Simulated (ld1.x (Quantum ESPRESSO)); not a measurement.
## oxygen: one change to an ultrasoft potential, before and after

- Element: O
- Generator: ld1.x (Quantum ESPRESSO) 7.5
- Type: ultrasoft
- Functional: PBE
- Relativity: non-relativistic
- Frozen core: [He]
- Valence charge: 6
- Reference configuration: 2s2 2p3 (charge +1)
- Partial waves: 2s (bound): rcut 0.50, rcutus 0.60 bohr; 2s channel at 2.35 Ry: rcut 0.50, rcutus 0.60 bohr; 2p (bound): rcut 1.10, rcutus 1.45 bohr; 2p channel at 1.05 Ry: rcut 1.10, rcutus 1.45 bohr
- Local potential: all-electron potential smoothed inside 1.25 bohr (lloc = -1)
- Core correction: Bessel-smoothed model core, default radius (core density twice the valence density)
- Augmentation charge: built from norm-conserving waves at rcut, not smoothed further

All-electron outer shells of the reference configuration (PBE, non-relativistic, ld1.x):

```
shell  level (eV)  outermost node (bohr)  outermost maximum (bohr)
   2s      -39.61                   0.28                      0.86
   2p      -24.46                      –                      0.79
```

Change: waves 2s (bound): rcut 0.50, rcutus 0.86 bohr; 2s channel at 2.35 Ry: rcut 0.50, rcutus 0.86 bohr.

Cutoffs: the cutoffs (Ry, on a coarse ladder) from which the occupation-weighted sum of valence levels, in a spherical-Bessel basis at the reference potential, stays within 10 and 1 mRy of its value at 400 Ry; they do not see the model core or the augmentation charge, which bear on the density cutoff. Errors are all-electron minus pseudo energies relative to the spin-unpolarised reference configuration.

Question: How do hardness, ghosts and transferability respond?

Answer: The potential gets softer (100 Ry and 140 Ry → 35 Ry and 60 Ry); the errors of the 7 common tests hardly move; neither file shows a bound ghost. A larger radius leaves more room for a smooth pseudo-wave, so fewer plane waves are needed.

```csv
quantity,base,changed
"cutoff, loose",100 Ry,35 Ry
"cutoff, tight",140 Ry,60 Ry
loose cutoff by channel (10 mRy a level),"s 90 Ry, p 30 Ry","s 15 Ry, p 30 Ry"
bound ghosts,none,none
"error for 2s2 2p4, meV [ΔE -16.44 eV]",-1.9,-1.9
"error for 2s2 2p2, meV [ΔE 33.59 eV]",+28,+27
"error for 2s2 2p1, meV [ΔE 87.47 eV]",+190,+188
"error for 2s2 2p0, meV [ΔE 164.37 eV]",+525,+514
"error for 2s1 2p4, meV [ΔE 15.17 eV]",+21,+21
"error for 2s1 2p5, meV [ΔE -1.54 eV]",+32,+32
"error for 2s0 2p6, meV [ΔE 13.39 eV]",+99,+99
s: phases at 1.59 bohr within 0.05 rad from the reference energy up to (Ry; the scan ends near 5),to the end of the scan,to the end of the scan
p: phases at 1.59 bohr within 0.05 rad from the reference energy up to (Ry; the scan ends near 5),2.5,2.5
lowest overlap eigenvalue by channel,"s 0.76, p 0.63","s 0.15, p 0.63"
```
